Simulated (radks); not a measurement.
Values are calculated unless marked as measured or tabulated.
Q: Coherent X-ray form factor from a spherical all-electron density. Level of theory: Dirac Kohn-Sham, HCTH/407, spin-unpolarised, spherical densities, finite nucleus; Fermi nuclear charge, rms radius of each element as measured or else 0.836 A^(1/3) + 0.57 fm (a radial shooting solver on a logarithmic mesh with Libxc functionals).

sin(theta)/lambda (1/angstrom)  f0 (electrons)
0.05                                    10.876
0.1                                     10.533
0.15                                    10.042
0.2                                      9.480
0.25                                     8.903
0.3                                      8.338
0.4                                      7.261
0.5                                      6.242
0.6                                      5.294
0.8                                      3.738
1                                        2.701
1.25                                     1.971
1.5                                      1.602
2                                        1.264

The species is in the configuration that NIST lists as its ground one. Which atom or ion scatters so?

A: The silicon ion Si3+, [Ne] 3s1. Extrapolating in s^2 from the first two rows gives f0(0) = 11.0, near the electron count 11; among species with that count, the fall with angle is slower the higher Z, and the table is that of Z = 14; from so few rows the species is fixed only to a neighbour or two.
